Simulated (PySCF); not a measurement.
## From computed data to an observable: refractive index and permittivity of the vapour

C2H7NOSi2, SMILES C[SiH2][SiH2]OC#N.

Geometry: PBE0-D3(BJ)/def2-SVP. The structure was generated by enumeration, and PubChem lists no compound with its InChIKey, so it may never have been made. The values are those of a single conformer.

r2SCAN/def2-TZVP in PySCF gives a mean static polarisability of 85.7 bohr³ and a dipole moment of 5.75 D. Take an ideal gas at 298.15 K and 0.01 bar, whether or not the substance is that volatile.

Problem. Work out n − 1 in the optical limit and the static ε − 1.

Solution. 
Polarisability volume α' = 85.7 × 0.148185 = 12.70 Å³. Number density N = p/kT = 2.43e-7 Å⁻³.
Dilute limit of Lorentz–Lorenz: n − 1 = 2π N α' = 1.9e-5.
Orientation term of Debye: μ²/(3kT) = 8.098 Å³ × μ²(D²) = 267.73 Å³.
ε − 1 = 4π N (α' + μ²/3kT) = 0.00086. Orientation of the dipole supplies 95 % of the static response; it can't follow optical fields. Vibrational polarisation and dispersion are left out.
